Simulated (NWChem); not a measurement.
System: BNH₅ cation; SMILES B[NH3+]

```xyz
7

B     -0.0012    -0.9277    -0.0148
N     -0.0019     0.6232    -0.0122
H     -1.0826    -1.4527     0.0052
H      1.0841    -1.4451     0.0041
H      0.0549     0.9381     0.9825
H     -0.8662     1.0517    -0.3964
H      0.8238     1.0438    -0.4819
```
Atoms are numbered in this order, from 1.

Results from NWChem. Structure relaxed at the PBE-D3(BJ)/def2-SVP level. Vzz is the largest principal value of the second derivative of the potential at the nucleus (NWChem prints the opposite sign); η is the asymmetry. Non-relativistic.

For level PBE/cc-pVTZ:

```
Quantity        Value
-------------  ------
Vzz B1 (a.u.)   0.628
Vzz N2 (a.u.)  -0.243
```

Q: What are these values for level B3LYP/def2-SVP?

A: 
- Vzz B1 (a.u.) = 0.565
- Vzz N2 (a.u.) = -0.280
